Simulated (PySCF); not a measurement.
# What a mistake does to a calculation on BClGeH4N cation

These are calculations, not measurements. They come from PySCF 2.14.0, an open-source quantum chemistry program, on an isolated molecule that a program drew, which may never have been made. The molecule is BClGeH4N cation (charge +1, singlet), drawn as the SMILES string `N[B](Cl)[GeH2+]`.

Each row is a Hartree-Fock (HF) and frozen-core CCSD(T) single point in the cc-pV(D+d)Z basis, meant for a local HF minimum. Run 1 is clean. Each other run has one planted mistake out of seven kinds, and not every kind appears here: one electron removed, one electron added, multiplicity raised by two, geometry at a saddle point, minimal basis STO-3G, one bond length entered in bohr, all coordinates scaled. The reference is restricted for singlets and unrestricted otherwise, and also for a bond in bohr. Adding or removing an electron swaps singlet and doublet. Electrons count all cores. HOMO and LUMO are orbital energies over both spins, the gradient is its largest component, and the lowest frequency (negative if imaginary) is given only where the gradient is small. Bond lengths are over the 7 bonds as drawn. T1 is the CCSD diagnostic: over 0.02 (restricted) or 0.045 (unrestricted) a single reference is doubtful. Germanium has the cc-pVDZ-PP basis, with a core potential (ECP10MDF) in place of its 10 inner electrons, and its 3s, 3p and 3d shells are frozen in CCSD(T).

Geometry of the clean run:
```xyz
8
BClGeH4N cation, angstrom
N     0.9873    2.2969   -0.4302
B    -0.2275    2.1266   -1.0145
Cl   -1.0591    3.2754   -2.0603
Ge   -1.5337    0.5017   -0.9072
H     1.4388    1.6276    0.1610
H     1.5197    3.1383   -0.5653
H    -1.5777   -0.5902   -1.9612
H    -2.6979    0.4444    0.0656
```

| run | electrons | basis functions | <S^2> | HOMO (eV) | LUMO (eV) | gradient (hartree/bohr) | lowest frequency (cm^-1) | mean bond (Å) | longest bond (Å) | T1 | HF (hartree) | CCSD(T) (hartree) | mistake |
|---|---|---|---|---|---|---|---|---|---|---|---|---|---|
| 1 | 64 | 94 | 0.000 | -16.40 | -5.46 | 1.6e-05 | 86 | 1.4643 | 2.088 | 0.0157 | -834.16175 | -834.68605 | no fault |
| 2 | 65 | 94 | 0.766 | -6.95 | 2.18 | 3.2e-02 | - | 1.4643 | 2.088 | 0.0134 | -834.38933 | -834.92448 | one electron added |
| 3 | 64 | 94 | 2.035 | -11.51 | -8.24 | 1.6e-01 | - | 1.4643 | 2.088 | 0.0553 | -834.01899 | -834.52638 | multiplicity raised by two |
| 4 | 63 | 94 | 0.770 | -22.09 | -12.94 | 1.3e-01 | - | 1.4643 | 2.088 | 0.0500 | -833.62372 | -834.11546 | ? |

**Which mistake was planted in run 4, and what did it cost?**

It counts 63 electrons, one fewer than the clean run, at the same geometry and basis. So the mistake is: one electron removed. Subtracting run 1 and multiplying by 627.51 kcal/mol a hartree, the energy moved by 337.6 kcal/mol in HF and 358.1 kcal/mol in CCSD(T).

Cautions from the logs. Run 3: T1 is over the limit, so its CCSD(T) energy is less reliable; run 4: T1 is over the limit, so its CCSD(T) energy is less reliable.
